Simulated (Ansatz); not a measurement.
```yaml
crystal:
  periodic: [false, false, false]
  atoms:
    - {symbol: N, position_ang: [-1.951009, 0.610954, -1.110487]}
    - {symbol: Si, position_ang: [0.089817, 1.076269, -0.599857]}
    - {symbol: Sn, position_ang: [1.185559, -1.236199, 1.327958]}
    - {symbol: H, position_ang: [-2.242740, -0.536736, -1.538169]}
    - {symbol: H, position_ang: [-2.669130, 1.488326, -1.660378]}
    - {symbol: H, position_ang: [0.085999, 2.713726, 0.280441]}
    - {symbol: H, position_ang: [1.268085, 1.249232, -2.041527]}
    - {symbol: H, position_ang: [0.728965, -3.161935, 0.512708]}
    - {symbol: H, position_ang: [0.302182, -1.139848, 3.269342]}
    - {symbol: H, position_ang: [3.306276, -1.127913, 1.563592]}
basis:
  gaussian: {orbitals: STO-3G, final_grid: {core_spheres: 1, valence_spheres: 1, degree: 1}}
hamiltonian: {xc: {name: r2SCAN}}
scf: {lower_state_search: full}
output: {forces: true}
```

```sh
$ ansatz run in.yaml --threads 2 --pin off --events-out ev --progress --plain --max-ram 4352MiB
```

Shortened log:

```
Functional definition: r2SCAN
608 factors; integrals over basis functions are off by at most 3.7e-5 eV
mean field evaluation 1: about -171683.9792 eV, gradient 3.3e1 eV
mean field evaluation 2: about -171626.2826 eV, gradient 4.6e1 eV
mean field evaluation 4: about -171546.7899 eV, gradient 1.1e2 eV
mean field evaluation 8: about -171676.3740 eV, gradient 5.6e1 eV
mean field evaluation 16: about -171691.5917 eV, gradient 2.0e-1 eV
mean field -171691.59386092 eV, -6309.5496976465 hartree, gradient 2.5e-5 eV, S^2 0.000000; 2 other end points of the search recorded, 0 dependent functions left out
reference -171691.59386100 eV, -6309.5496976497 hartree; 39, 39 occupied and 9, 9 virtual orbitals, 608 factors
Total energy: -171691.59386100 eV, -6309.5496976497 hartree
Atom 0 at    -1.951009     0.610954    -1.110487 Å, force    -4.271840     0.941784     0.643955 eV/Å
Atom 1 at     0.089817     1.076269    -0.599857 Å, force    -1.161111     6.991332    -3.791071 eV/Å
Atom 2 at     1.185559    -1.236199     1.327958 Å, force     0.749231    -4.753431     1.769974 eV/Å
Atom 3 at    -2.242740    -0.536736    -1.538169 Å, force     1.894718     3.505438    -0.564504 eV/Å
Atom 4 at    -2.669130     1.488326    -1.660378 Å, force     4.951493    -5.935391     1.937655 eV/Å
Atom 5 at     0.085999     2.713726     0.280441 Å, force    -0.181225    -2.929119    -0.777155 eV/Å
Atom 6 at     1.268085     1.249232    -2.041527 Å, force    -1.761659    -0.817103     2.540333 eV/Å
Atom 7 at     0.728965    -3.161935     0.512708 Å, force     0.909414     2.606025     0.690117 eV/Å
Atom 8 at     0.302182    -1.139848     3.269342 Å, force     1.568146     1.925640    -2.684912 eV/Å
Atom 9 at     3.306276    -1.127913     1.563592 Å, force    -2.697167    -1.535175     0.235608 eV/Å
Dipole moment:     0.002326     0.089577     0.089534 e Å
```

What is wrong with this run?

The integration grid is far too coarse. The calculation finished and met its thresholds. The result belongs to that input, not to the molecule as meant.
